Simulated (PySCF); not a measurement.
C2H5Cd, doublet, at a GFN2-xTB geometry (such geometries of metal compounds can be far from the true shape) (the spin is typed, not shown lowest) (all electrons, no relativity); PySCF with B3LYP/3-21G.

Input for PySCF:
```python
from pyscf import gto, scf, dft

mol = gto.Mole()
mol.atom = '''
    Cd    0.291313    0.561750    0.382524
    C    -0.061946   -1.607613   -0.755918
    C    -1.465930   -1.472705   -1.311106
    H     0.009582   -2.423998   -0.033186
    H     0.676080   -1.735788   -1.551424
    H    -1.531763   -0.633651   -2.011794
    H    -2.192442   -1.315852   -0.506813
    H    -1.777223   -2.372823   -1.855781
'''
mol.basis = '3-21g'
mol.charge = 0
mol.spin = 1
mol.verbose = 4
mol.build()

mf = dft.UKS(mol)
mf.xc = 'b3lyp'
mf.init_guess = 'sap'
mf.kernel()
```

It wrote (shortened):

```
PySCF version 2.14.0

[INPUT] verbose = 4
[INPUT] num. atoms = 8
[INPUT] num. electrons = 65
[INPUT] charge = 0
[INPUT] spin (= nelec alpha-beta = 2S) = 1
[INPUT] symmetry False subgroup None
[INPUT] Mole.unit = angstrom
[INPUT] Symbol           X                Y                Z      unit          X                Y                Z       unit  Magmom
[INPUT]  1 Cd     0.291313000000   0.561750000000   0.382524000000 AA    0.550501786525   1.061553650474   0.722865596073 Bohr   0.0
[INPUT]  2 C     -0.061946000000  -1.607613000000  -0.755918000000 AA   -0.117060974512  -3.037948284290  -1.428477992629 Bohr   0.0
[INPUT]  3 C     -1.465930000000  -1.472705000000  -1.311106000000 AA   -2.770206217784  -2.783009112278  -2.477631260274 Bohr   0.0
[INPUT]  4 H      0.009582000000  -2.423998000000  -0.033186000000 AA    0.018107355726  -4.580692346493  -0.062712451170 Bohr   0.0
[INPUT]  5 H      0.676080000000  -1.735788000000  -1.551424000000 AA    1.277606038296  -3.280163930307  -2.931766463077 Bohr   0.0
[INPUT]  6 H     -1.531763000000  -0.633651000000  -2.011794000000 AA   -2.894612557742  -1.197426848557  -3.801739679043 Bohr   0.0
[INPUT]  7 H     -2.192442000000  -1.315852000000  -0.506813000000 AA   -4.143114923994  -2.486599900461  -0.957737766369 Bohr   0.0
[INPUT]  8 H     -1.777223000000  -2.372823000000  -1.855781000000 AA   -3.358464732278  -4.483985612069  -3.506917837171 Bohr   0.0

nuclear repulsion = 184.767544483781
number of shells = 34
number of NR pGTOs = 126
number of NR cGTOs = 64
basis = 3-21g
ecp = {}

******** <class 'pyscf.dft.uks.UKS'> ********
method = UKS
initial guess = sap
damping factor = 0
level_shift factor = 0
DIIS = <class 'pyscf.scf.diis.CDIIS'>
diis_start_cycle = 1
diis_space = 8
diis_damp = 0
SCF conv_tol = 1e-09
SCF conv_tol_grad = None
SCF max_cycles = 50
direct_scf = True
direct_scf_tol = 1e-13
number electrons alpha = 33  beta = 32
XC library pyscf.dft.libxc version 7.1.2
    S. Lehtola, C. Steigemann, M. J. T. Oliveira, and M. A. L. Marques,  SoftwareX 7, 1–5 (2018)
XC functionals = b3lyp
    P. J. Stephens, F. J. Devlin, C. F. Chabalowski, and M. J. Frisch,  J. Phys. Chem. 98, 11623 (1994)
radial grids:
    Treutler-Ahlrichs [JCP 102, 346 (1995); DOI:10.1063/1.469408] (M4) radial grids

becke partition: Becke, JCP 88, 2547 (1988); DOI:10.1063/1.454033
pruning grids: <function nwchem_prune>
grids dens level: 3
symmetrized grids: False
atomic radii adjust function: <function treutler_atomic_radii_adjust>
small_rho_cutoff = 0
Set gradient conv threshold to 3.16228e-05
Initial guess from superposition of atomic potentials (doi:10.1021/acs.jctc.8b01089)
This is the Gaussian fit version as described in doi:10.1063/5.0004046.
Found SAP basis sapgrasplarge

tot grids = 99672
init E= -5513.39099500133

cycle= 1 E= -5490.74358125107  delta_E= 22.6  |g|= 3.14  |ddm|= 15.8
cycle= 2 E= -5366.73236404084  delta_E=  124  |g|= 6.81  |ddm|= 19.5
cycle= 3 E= -5476.26141919181  delta_E= -110  |g|= 6.88  |ddm|= 12.6

cycle= 4 E= -5509.44983378609  delta_E= -33.2  |g|= 3.76  |ddm|= 5.26

cycle= 5 E= -5518.95123369552  delta_E= -9.5  |g|= 1.59  |ddm|= 5.38
cycle= 6 E= -5520.91622612697  delta_E= -1.96  |g|= 0.62  |ddm|= 6.46
cycle= 7 E= -5520.87255630441  delta_E= 0.0437  |g|= 0.567  |ddm|= 1.24
cycle= 8 E= -5520.98473197968  delta_E= -0.112  |g|= 0.38  |ddm|= 0.332
cycle= 9 E= -5521.03431059715  delta_E= -0.0496  |g|= 0.271  |ddm|= 0.191
cycle= 10 E= -5521.09360822939  delta_E= -0.0593  |g|= 0.047  |ddm|= 0.568
cycle= 11 E= -5521.09563019398  delta_E= -0.00202  |g|= 0.00849  |ddm|= 0.0983
cycle= 12 E= -5521.09577915396  delta_E= -0.000149  |g|= 0.00337  |ddm|= 0.0362
cycle= 13 E= -5521.09580721136  delta_E= -2.81e-05  |g|= 0.000606  |ddm|= 0.0203
cycle= 14 E= -5521.09580787327  delta_E= -6.62e-07  |g|= 0.000195  |ddm|= 0.00276
cycle= 15 E= -5521.09580791876  delta_E= -4.55e-08  |g|= 7.85e-05  |ddm|= 0.000628
cycle= 16 E= -5521.09580792565  delta_E= -6.9e-09  |g|= 1.94e-05  |ddm|= 0.000249
cycle= 17 E= -5521.09580792601  delta_E= -3.52e-10  |g|= 5.91e-06  |ddm|= 4.68e-05
Extra cycle  E= -5521.09580792602  delta_E= -1.36e-11  |g|= 6.56e-06  |ddm|= 1.68e-05
converged SCF energy = -5521.09580792602  <S^2> = 0.76132534  2S+1 = 2.0112935
```
